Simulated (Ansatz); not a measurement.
Molecule: tetraethynylsilane, C8H4Si, charge 0, multiplicity 1. SMILES: C#C[Si](C#C)(C#C)C#C
Geometry: optimised at B3LYP-D3(BJ)/def2-TZVP (Ansatz, a program for electronic structure).

Computed values are from Ansatz. Cores are frozen in the correlated levels unless marked. UHF or UKS for open shells. Spin-orbit coupling is left out. No relativistic terms. CBS marks a two-point X^-3 extrapolation of the correlation energy; Hartree-Fock from the larger set.

The atomisation energy De is 6346.5 kJ/mol at CCSD(T)/CBS(cc-pV(T+d)Z,cc-pV(Q+d)Z), the total energy comes out as -595.6725 Eh at CCSD(T)/CBS(cc-pV(T+d)Z,cc-pV(Q+d)Z) and the dipole moment comes out as 0.00 D at CCSD(T)/aug-cc-pV(D+d)Z. The T1 diagnostic is 0.014 at CCSD/cc-pV(Q+d)Z.
